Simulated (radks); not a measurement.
Problem. All-electron atom: the titanium ion Ti9+ in [Ne] 3s2 3p1. Method: Dirac Kohn-Sham, PBE, spin-unpolarised, spherical densities, point nucleus; open shells fill j = l - 1/2 first; computed with a radial shooting solver on a logarithmic mesh with Libxc functionals. Some entries of the table are withheld. Estimate them.

| orbital | occ. | eigenvalue (eV) | <r> (bohr) | r(max) (bohr) |
|---|---|---|---|---|
| 1s1/2 | 2 | -5079.864 | 0.06957 | 0.04554 |
| 2s1/2 | 2 | -737.8596 | (1) | 0.2679 |
| 2p1/2 | 2 | -650.6124 | (2) | 0.2169 |
| 2p3/2 | 4 | -644.7259 | (3) | 0.2190 |
| 3s1/2 | 2 | -228.7964 | 0.8810 | 0.8084 |
| 3p1/2 | 1 | -203.6023 | 0.8892 | (4) |
| 3p3/2 | 0 | -202.5811 | 0.8937 | (5) |

Solution. 
(1) 2s1/2 <r> (bohr): 0.3222
(2) 2p1/2 <r> (bohr): 0.2850
(3) 2p3/2 <r> (bohr): 0.2876
(4) 3p1/2 r(max) (bohr): 0.8074
(5) 3p3/2 r(max) (bohr): 0.8119
